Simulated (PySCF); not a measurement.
**A series of derivatives of N[SiH2][SiH3]**

Parent skeleton `[NH2:1][SiH2:2][SiH3:3]`; one hydrogen on atom 3 is replaced by X. Hydrogens on one atom are averaged.

Non-relativistic Hamiltonian, one averaged value for each set of equivalent atoms, gas phase, one computed conformer. Coordinates at the PBE0-D3(BJ)/def2-SVP level; shielding tensors at PBE0/pcSseg-1 (GIAO); PySCF 2.14.0 with density-fitted response routines.

References, each an isolated molecule treated in the same way: NH3 for $^{15}$N (σ = 265.67 ppm); $^{29}$Si (σ = 351.99 ppm) and $^{1}$H (σ = 31.27 ppm) vs TMS.

Parent (X = H): N1 -1.5, Si2 -49.4, Si3 -107.6, H(Si2) 4.96, H(Si3) 3.47 ppm. Effects are Δδ = δ(X) − δ(H), positive for deshielding.

(1) Give Δδ (ppm) for X = COOCH3, tBu, CH3, CH2OCH3.

(2) Which position responds most, and to which substituents?

Results:

(1) 
| X | SMILES | N1 | Si2 | Si3 | H(Si2) | H(Si3) |
| --- | --- | --- | --- | --- | --- | --- |
| COOCH3 | COC(=O)[SiH2][SiH2]N | -0.7 | +3.5 | +24.0 | +0.02 | +0.61 |
| tBu | CC(C)(C)[SiH2][SiH2]N | -2.3 | -1.8 | +61.6 | +0.03 | +0.31 |
| CH3 | C[SiH2][SiH2]N | -0.7 | +1.9 | +35.4 | -0.09 | +0.40 |
| CH2OCH3 | COC[SiH2][SiH2]N | -0.8 | +2.5 | +38.1 | -0.05 | +0.40 |

(2) Si3: from +24.0 ppm with COOCH3 to +61.6 ppm with tBu.

Experimental scales use liquid or dissolved standards, which lie at an offset from isolated NH3 (liquid NH3: subtract about 20 ppm).
